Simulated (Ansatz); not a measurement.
```xyz
2

Cu    0.0004    0.0008   -0.7703
Cl    0.0000    0.0006    1.3126
```

Basis set: cc-pVTZ (spherical functions). Frozen core: 10 orbitals. Charge 0, multiplicity 1.

Computed with Ansatz (development build ahead of 0.2.0); each method stands on the lowest determinant of its kind that the runs found. Restricted open shells among the atoms or ions are ROHF, correlated in semicanonical orbitals with singles.

The atomization energy at this shape (free ground-state atoms in the same class of orbitals less the molecule, no zero-point energy) of singlet CuCl:

```
 method  atomization energy
RHF-MP2             3.86 eV
```

Problem. What does RHF give?

Solution. 2.74 eV.
